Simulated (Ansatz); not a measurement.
`C=C[Si](N)(C=C)C=C`, relaxed with RKS PBE0-D4/def2-TZVP in Ansatz 0.2.0 from a GFN2-xTB geometry. The force threshold is 0.005 eV/Å; the program also tests the step.

Charge 0, multiplicity 1.

Start:

```xyz
19

C    -1.021   -1.714   -1.600
C    -1.118   -0.454   -1.209
Si   -0.044    0.342    0.125
N    -0.863    1.816    0.533
C     1.662    0.821   -0.530
C     1.993    2.029   -0.957
C     0.220   -0.858    1.574
C    -0.619   -1.821    1.918
H    -1.644   -2.134   -2.376
H    -0.308   -2.390   -1.156
H    -1.851    0.181   -1.692
H    -1.833    1.764    0.802
H    -0.384    2.477    1.123
H     2.412    0.040   -0.567
H     1.282    2.838   -0.947
H     2.976    2.267   -1.335
H     1.112   -0.724    2.176
H    -0.448   -2.474    2.762
H    -1.523   -2.007    1.358
```

```csv
step,energy (eV),largest force (eV/Å),largest move (Å)
1,-15758.8798,0.739,0.000
2,-15758.9154,0.268,0.134
3,-15758.9223,0.158,0.070
4,-15758.9243,0.177,0.079
5,-15758.9288,0.046,0.036
6,-15758.9296,0.022,0.023
7,-15758.9303,0.065,0.046
8,-15758.9311,0.036,0.040
9,-15758.9315,0.074,0.063
10,-15758.9318,0.054,0.013
11,-15758.9323,0.017,0.022
14,-15758.9333,0.080,0.021
17,-15758.9345,0.108,0.101
20,-15758.9359,0.012,0.045
23,-15758.9359,0.009,0.002
26,-15758.9386,0.097,0.016
29,-15758.9458,0.078,0.098
32,-15758.9526,0.319,0.115
35,-15758.9936,0.420,0.195
38,-15759.0044,0.205,0.065
41,-15759.0078,0.027,0.042
44,-15759.0078,0.006,0.005
45,-15759.0079,0.004,0.003
```

End:

```xyz
19

C    -1.266   -1.782   -1.650
C    -0.783   -0.543   -1.586
Si    0.015    0.178   -0.064
N    -1.011    1.438    0.495
C     1.675    0.919   -0.475
C     1.876    2.224   -0.640
C     0.293   -1.192    1.174
C    -0.380   -1.289    2.317
H    -1.726   -2.181   -2.550
H    -1.220   -2.453   -0.797
H    -0.854    0.083   -2.476
H    -2.009    1.357    0.399
H    -0.756    2.012    1.281
H     2.530    0.253   -0.589
H     1.060    2.935   -0.543
H     2.852    2.637   -0.880
H     1.049   -1.950    0.965
H    -0.204   -2.086    3.036
H    -1.142   -0.562    2.585
```

Run time 59 s (4 threads of an AMD EPYC 7R13 on a shared host and a share of an NVIDIA H100 80 GB); peak host memory 0.96 GiB.
